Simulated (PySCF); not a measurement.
Method: ωB97X-D3(BJ)/def2-TZVP // PBE0-D3(BJ)/def2-TZVP (PySCF 2.14.0). Isolated molecules, 0 K electronic values unless said otherwise. Delta-SCF ions had no search for a lower state. Excitations are Tamm–Dancoff values on a coarser integration grid. The basis has no diffuse functions, so Rydberg states are missing or too high.

Reference species (SMILES): `[AlH2][Cl]` (neutral, multiplicity 1).

```json
{
  "vertical ionisation energy (Delta-SCF)": "11.35 eV",
  "S1 oscillator strength": "0.000",
  "HOMO–LUMO gap": "11.31 eV",
  "S1–T1 gap (TDA)": "0.36 eV"
}
```

Changed species: `[Cl][AlH][Cl]` (2 of 3 H replaced by Cl; the reference has 1 of 3 H replaced by Cl).

Task: Give the shifts of the vertical ionisation energy (Delta-SCF), S1 oscillator strength, HOMO–LUMO gap and S1–T1 gap (TDA).

Result: the vertical ionisation energy (Delta-SCF) rises by 0.68 eV, to 12.03 eV; the S1 oscillator strength increases by 0.019, to 0.019; the HOMO–LUMO gap goes up by 0.98 eV, to 12.29 eV; the S1–T1 gap (TDA) increases by 0.08 eV, to 0.44 eV.
